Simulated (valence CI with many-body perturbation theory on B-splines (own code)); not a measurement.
# Sr32+ in brief

Level of theory: valence CI with perturbative core correlation (CI+MBPT): four valence electrons over a frozen Dirac-Fock core [He], radial functions for each j: 11 s, 11 p, 10 d, 8 f, 5 g, 2 h, with the one-electron correlation potential Σ1 (screened to all orders), the two-electron term Σ2, the three-electron term Σ3, Breit, model QED; selected single and double excitations, second order for the rest, scaled by the run's own slope (own B-spline code, finite nucleus).

No measured spectrum was set against this ion. As an estimate, large intervals hold to a few tenths of a per cent, small ones and those within an open d or f shell to about a per cent. Among the levels kept, up to 1100 cm⁻¹ of a level comes from second order outside the variational space, and about a tenth of that is noise between levels of different J, which matters for small intervals.

Levels are named by their leading jj configuration (3d3/2^4 stands for four electrons in 3d with j = 3/2), which in mixed levels can hold well under half, so a name can repeat and another be missing.

Rates and lifetimes use the calculated energies. Strong lines usually hold to 10 to 20 %, long lifetimes can be off by a factor of two.

(1) What is the ground level?

(2) How well does LS coupling describe the low levels?

(3) Name the longest-lived excited levels whose lifetime is computed, and their main decay.

(4) Among levels below 22190 × 10³ cm⁻¹, which E1 lines absorb most strongly from the ground level?

(5) What is the ionisation energy?

(6) Where does the other parity begin?

## Answers

(1) (2s^2 2p1/2^2) J=0, composition 77 % 2s²2p² ³P + 22 % 2s²2p² ¹S.

(2) Among the lowest 20 levels the leading LS term, summed over configurations, holds 67 % on average. For single configurations the figures are 67 % in LS and 93 % in jj coupling. Terms mix most in the J = 1 level at 2474.7 × 10³ cm⁻¹, where the leading one holds 42 %.

(3) (2s^2 2p1/2 2p3/2) J=2 at 604.79 × 10³ cm⁻¹ lives 201 μs, mostly by M1 to (2s^2 2p1/2 2p3/2) J=1; (2s^2 2p1/2 2p3/2) J=1 at 516.63 × 10³ cm⁻¹ lives 522 ns, mostly by M1 to (2s^2 2p1/2^2) J=0; (2s^2 2p3/2^2) J=2 at 1184.0 × 10³ cm⁻¹ lives 245 ns, mostly by M1 to (2s^2 2p1/2 2p3/2) J=1.

(4) to (2s^2 2p1/2 3d3/2) J=1 at 0.5195 nm, f = 1.38; to (2s 2p1/2^2 3p3/2) J=1 at 0.5075 nm, f = 0.400; to (2s 2p1/2^2 2p3/2) J=1 at 5.742 nm, f = 0.118.

(5) 4060.2 eV; NIST lists 4053 ± 4 eV (semi-empirical).

(6) At (2s 2p1/2^2 2p3/2) J=2, 1375.4 × 10³ cm⁻¹.
